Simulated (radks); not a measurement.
All-electron atom: Lu3+ in [Xe] 4f13 5f1 (not the ground configuration).

All-electron calculation, scalar-relativistic Kohn-Sham, PBE, spin-polarised, spherical densities, finite nucleus; open shells are filled with parallel spins first (spin-orbit coupling, left out, can overturn this in heavy ions); Fermi nuclear charge, rms radius 5.37 fm. Program: a radial shooting solver on a logarithmic mesh with Libxc functionals.

Energy parts (Ry):
| part | energy |
|---|---|
| total | -29117.5952 |
| kinetic | 31807.7932 |
| electron-nucleus | -71543.4488 |
| Hartree | 11215.4569 |
| exchange-correlation | -597.3966 |

Orbitals (lengths in bohr, moments of r in powers of bohr; <r^-3> diverges for s and p1/2; r(max) is where P^2 peaks):
1s up: occ. 1; eigenvalue (Ry) -4650.029; r(max) 0.01214; <r^4> 7.073e-07; <r> 0.01932
1s down: occ. 1; eigenvalue (Ry) -4650.029; r(max) 0.01214; <r^4> 7.073e-07; <r> 0.01932
2s up: occ. 1; eigenvalue (Ry) -794.1525; r(max) 0.06931; <r^4> 0.0001081; <r> 0.08185
2s down: occ. 1; eigenvalue (Ry) -794.1515; r(max) 0.06931; <r^4> 0.0001081; <r> 0.08184
2p up: occ. 3; eigenvalue (Ry) -699.1390; r(max) 0.05660; <r^4> 0.00008346; <r^-3> 16860; <r> 0.07292
2p down: occ. 3; eigenvalue (Ry) -699.1383; r(max) 0.05660; <r^4> 0.00008346; <r^-3> 16860; <r> 0.07292
3s up: occ. 1; eigenvalue (Ry) -182.4219; r(max) 0.1958; <r^4> 0.004025; <r> 0.2127
3s down: occ. 1; eigenvalue (Ry) -182.3841; r(max) 0.1957; <r^4> 0.004023; <r> 0.2126
3p up: occ. 3; eigenvalue (Ry) -153.8981; r(max) 0.1931; <r^4> 0.004287; <r^-3> 3697; <r> 0.2123
3p down: occ. 3; eigenvalue (Ry) -153.8602; r(max) 0.1931; <r^4> 0.004284; <r^-3> 3698; <r> 0.2123
3d up: occ. 5; eigenvalue (Ry) -119.6136; r(max) 0.1574; <r^4> 0.003335; <r^-3> 483.3; <r> 0.1925
3d down: occ. 5; eigenvalue (Ry) -119.5848; r(max) 0.1574; <r^4> 0.003332; <r^-3> 483.5; <r> 0.1925
4s up: occ. 1; eigenvalue (Ry) -38.81972; r(max) 0.4460; <r^4> 0.09631; <r> 0.4775
4s down: occ. 1; eigenvalue (Ry) -38.74561; r(max) 0.4460; <r^4> 0.09636; <r> 0.4776
4p up: occ. 3; eigenvalue (Ry) -29.44540; r(max) 0.4669; <r^4> 0.1279; <r^-3> 845.9; <r> 0.5070
4p down: occ. 3; eigenvalue (Ry) -29.37304; r(max) 0.4669; <r^4> 0.1280; <r^-3> 845.4; <r> 0.5071
4d up: occ. 5; eigenvalue (Ry) -17.20608; r(max) 0.4803; <r^4> 0.1938; <r^-3> 93.71; <r> 0.5456
4d down: occ. 5; eigenvalue (Ry) -17.13541; r(max) 0.4803; <r^4> 0.1942; <r^-3> 93.62; <r> 0.5458
4f up: occ. 7; eigenvalue (Ry) -3.72815; r(max) 0.4652; <r^4> 0.8787; <r^-3> 14.68; <r> 0.6820
4f down: occ. 6; eigenvalue (Ry) -3.66278; r(max) 0.4656; <r^4> 0.8976; <r^-3> 14.61; <r> 0.6846
5s up: occ. 1; eigenvalue (Ry) -7.24992; r(max) 1.031; <r^4> 3.148; <r> 1.143
5s down: occ. 1; eigenvalue (Ry) -7.21643; r(max) 1.032; <r^4> 3.159; <r> 1.144
5p up: occ. 3; eigenvalue (Ry) -4.97164; r(max) 1.168; <r^4> 5.933; <r^-3> 119.2; <r> 1.325
5p down: occ. 3; eigenvalue (Ry) -4.94338; r(max) 1.170; <r^4> 5.937; <r^-3> 118.8; <r> 1.326
5f up: occ. 1; eigenvalue (Ry) -0.88866; r(max) 3.808; <r^4> 587.6; <r^-3> 0.2455; <r> 4.191

The highest occupied level is 5f up at -12.091 eV. Spin moment in Bohr magnetons: 2. The spin density at the nucleus is -0.592 e/bohr^3 (1s 0.011, 2s -0.332, 3s -4.414, 4s 1.451, 5s 2.693). The density falls to 0.001 e/bohr^3 at r = 4.50 bohr. Summed over all electrons, <r^2> = 48.97 bohr^2, which gives a Langevin (diamagnetic) susceptibility term of -38.8 x 10^-6 cm^3/mol. The electron density at the nucleus is 1.177e+06 e/bohr^3 (large components only).

Run on one thread of a shared host, so times are rough (Arm Neoverse V2): 0.29 s of CPU time, 0.29 s wall, 18 iterations on 2213 mesh points.
